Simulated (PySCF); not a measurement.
Calculation: PBE-D3(BJ)/def2-TZVP // PBE0-D3(BJ)/def2-TZVP (PySCF). Gas-phase values, no solvent. Excitations are Tamm–Dancoff values on a coarser integration grid. The basis has no diffuse functions, so Rydberg states are missing or too high.

Reference species (SMILES): `[SiH3][GaH2]` (neutral, multiplicity 1).

- HOMO–LUMO gap = 3.63 eV
- dipole moment = 0.11 D
- LUMO = -2.95 eV
- T1 excitation (TDA) = 3.29 eV

Changed species: `[SiH3][GaH][SiH3]` (1 of 3 SiH3 replaced by H; the reference has 2 of 3 SiH3 replaced by H).

Task: Predict the effect on the HOMO–LUMO gap, dipole moment, LUMO and T1 excitation (TDA).

Result: the HOMO–LUMO gap falls by 0.53 eV, to 3.10 eV; the dipole moment hardly moves; the LUMO decreases by 0.25 eV, to -3.20 eV; the T1 excitation (TDA) falls by 0.50 eV, to 2.79 eV.
